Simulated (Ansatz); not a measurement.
The cluster Hg₂O⁺, relaxed as a doublet with UKS PBE0-D4/def2-TZVP in Ansatz, starting from the GFN1-xTB geometry. Force threshold 0.02 eV/Å.

In the def2 sets Hg takes a core potential; there is no spin–orbit coupling. The structure comes from a short search, and lower isomers may exist.

Start:

```csv
atom,x (Å),y (Å),z (Å)
Hg1,-0.295,1.118,1.022
Hg2,0.736,-1.325,-0.294
O3,-0.442,0.207,-0.728
```

```tsv
step	energy (eV)	largest force component (eV/Å)	SCF passes
1	-10388.3305	1.831	24
2	-10388.6202	0.294	33
3	-10388.6904	0.451	33
4	-10388.7130	0.053	32
5	-10388.7137	0.005	30
```

Force components are those of the run's own axes.

End:

```
atom   x (Å)   y (Å)   z (Å)
 Hg1  -0.499   1.459   1.062
 Hg2   0.789  -1.594  -0.584
  O3  -0.290   0.136  -0.478
```

By distances, no bond broke or formed, bridged metal pairs apart. The bond that changes most is Hg1–O3, from 1.98 to 2.04 Å (atoms count from 1). Metal–metal contacts that move far: Hg1–Hg2 2.96 to 3.70 Å. The end is the same structure that another start reached, the lowest one found.

No frequencies were taken in this run, so the end may be a saddle point.

Hardware: 4 threads of Arm Neoverse V2 on a shared host. Wall time 8 s.
